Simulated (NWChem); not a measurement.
MnO, sextet; SMILES [O]=[Mn]

```xyz
2

Mn     0.0000     0.0000    -0.3984
O      0.0000     0.0000     1.2258
```
Atoms are numbered in this order, from 1.

Results from NWChem. Spin-unrestricted. All runs use the structure optimised with PBE0-D3(BJ)/def2-TZVP, spin-unrestricted. No stability test was run on the SCF state. Vzz is the largest principal value of the second derivative of the potential at the nucleus (NWChem prints the opposite sign); η is the asymmetry. Non-relativistic.

**Question.** Predict the results for PBE0/def2-TZVP. Quantities: Vzz Mn1 (a.u.); η Mn1; Vzz O2 (a.u.); η O2.

**Answer.** 
```
Item             Value
--------------  ------
Vzz Mn1 (a.u.)  -0.133
η Mn1             0.00
Vzz O2 (a.u.)    0.996
η O2              0.00
```
